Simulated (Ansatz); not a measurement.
Reaction (formal exchange of groups at the Se–Si bond): `[SeH][SiH]([SeH])[SeH]` + `[Cl][GeH]([Cl])[Cl]` → `[Cl][Ge]([Cl])([Cl])[SeH]` + `[SeH][SiH2][SeH]`

Calculated with Ansatz (gas phase, PBE0-D4/def2-TZVP geometries, no zero-point term in ΔE). CCSD(T)/CBS adds triple-zeta CCSD(T) − MP2 to the extrapolated MP2 energy (def2 sets, frozen cores). DFT in def2-TZVPP. B3LYP here is the variant with VWN-RPA as its local correlation; programs differ in this. For Ge, Se outer-core shells are correlated without core-valence functions, which leaves a few kJ/mol of doubt a bond. Scalar relativity is left out up to krypton. One conformer a species, not always the lowest.

```tsv
level	ΔE (kJ/mol)	difference from CCSD(T)/CBS
PBE-D4	6.9	-2.6
ωB97X-V	7.0	-2.5
r2SCAN	6.9	-2.6
B3LYP	2.8	-6.7
MP2/def2-TZVPP	6.9	-2.6
SCS-MP2/def2-TZVPP	5.2	-4.3
CCSD/def2-TZVPP	5.6	-3.9
CCSD(T)/def2-TZVPP	5.5	-4.0
HF/def2-QZVPP	4.9	-4.6
MP2/CBS(def2)	10.8	1.3
CCSD(T)/CBS	9.5	0
```

Largest T1 diagnostic among the species: 0.009.
